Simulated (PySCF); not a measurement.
**From computed data to an observable: refractive index and permittivity of the vapour**

2-fluoro-3-methylbuta-1,3-diene (C5H7F), SMILES C=C(C)C(=C)F.

Geometry optimised at PBE0-D3(BJ)/def2-SVP. Other conformers were not sampled.

PBE/def2-TZVP (PySCF) gives a mean static polarisability of 65.7 bohr³ and a dipole moment of 1.49 D. Take an ideal gas at 298.15 K and 0.01 bar, whether or not the substance is that volatile.

Problem. Work out n − 1 in the optical limit and the static ε − 1.

Solution. 
Polarisability volume α' = 65.7 × 0.148185 = 9.74 Å³. Number density N = p/kT = 2.43e-7 Å⁻³.
Dilute limit of Lorentz–Lorenz: n − 1 = 2π N α' = 1.5e-5.
Orientation term of Debye: μ²/(3kT) = 8.098 Å³ × μ²(D²) = 17.98 Å³.
ε − 1 = 4π N (α' + μ²/3kT) = 8.5e-5. Orientation of the dipole supplies 65 % of the static response; it can't follow optical fields. Vibrational polarisation and dispersion are left out.
